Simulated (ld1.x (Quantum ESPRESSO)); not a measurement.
**Plane-wave convergence, PAW potential for titanium (Ti)**

ld1.x (Quantum ESPRESSO) 7.5 input, shortened:

```
&input
   title='Ti', zed=22., rel=1, dft='PBE', iswitch=3,
   config='[Ar] 3d1 4s0 4p0'
 /
 &inputp
   pseudotype=3, lpaw=.true., tm=.true., lloc=-1, rcloc=1.75,
   nlcc=.false.,
   which_augfun='PSQ', rmatch_augfun_nc=.true.
 /
6
4S  1  0   0.00   0.00  1.80  2.40  0.0
4S  1  0   0.00   0.60  1.80  2.40  0.0
4P  2  1   0.00   0.00  2.00  2.25  0.0
4P  2  1   0.00   1.90  2.00  2.25  0.0
3D  3  2   1.00   0.00  1.75  2.35  0.0
3D  3  2   0.00  -1.50  1.75  2.35  0.0
 &test
   configts(1)='3d1 4s0 4p0'
 /
```

The pseudo-atom Hamiltonian at the reference potential is diagonalised in spherical Bessel functions j_l(qr) that vanish at 20 bohr, with q² up to the cutoff. All-electron valence levels (Ry): 4s -1.9436, 4p -1.5358, 3d -2.5498.

How do the lowest levels (Ry) of each channel move with the cutoff, and are there ghosts?

```csv
cutoff (Ry),s #1,s #2,p #1,d #1,d #2,f #1,f #2,Σ f·Δε (mRy)
8,-1.9432,-0.8696,-1.5304,-2.4663,-0.8450,-0.6334,-0.3913,83.5
10,-1.9432,-0.8701,-1.5340,-2.5149,-0.8609,-0.6350,-0.3923,34.8
12,-1.9433,-0.8705,-1.5353,-2.5364,-0.8715,-0.6358,-0.3929,13.3
18,-1.9435,-1.4124,-1.5356,-2.5491,-0.8954,-0.6368,-0.3935,0.6
21,-1.9435,-1.6036,-1.5357,-2.5495,-0.9124,-0.6369,-0.3936,0.3
25,-1.9435,-1.7055,-1.5357,-2.5495,-0.9375,-0.6370,-0.3937,0.3
400,-1.9435,-1.7926,-1.5357,-2.5497,-0.9699,-0.6371,-0.3937,0.0
```

Result: ghost states, extra bound levels that the all-electron valence spectrum of the same l lacks: s at -24.4 eV, p at -16.6 eV (a true bound ghost makes a file unfit for plane-wave use); 10 mRy is reached at 15 Ry and 1 mRy at 18 Ry.

Test run stopped at test 1 of 7 (negative rho).
